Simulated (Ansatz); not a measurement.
`C[Si](C)(O)O`. The species carries charge 0 and has multiplicity 1.

```tsv
atom	x (Å)	y (Å)	z (Å)
C1	1.231	0.872	0.545
Si2	0.036	-0.376	-0.159
C3	-1.657	0.344	-0.386
O4	0.008	-1.707	0.824
O5	0.502	-0.898	-1.647
H6	2.233	0.448	0.653
H7	1.307	1.742	-0.113
H8	0.909	1.230	1.528
H9	-2.349	-0.421	-0.744
H10	-1.641	1.155	-1.118
H11	-2.046	0.744	0.554
H12	0.262	-1.584	1.738
H13	1.204	-1.548	-1.675
```

(1) Give the diagnostics of a CCSD(T)/def2-TZVPP run (frozen core, Ansatz). (Best estimate.)

## Answers

(1) Ansatz gave: T1 = 0.0105, largest single amplitude 0.010, largest double 0.011, (T) share of the correlation energy 3.5 %, 8 CCSD cycles. The RHF solution is stable towards an unrestricted one. T1 lies under the customary mark of 0.02 for closed shells.
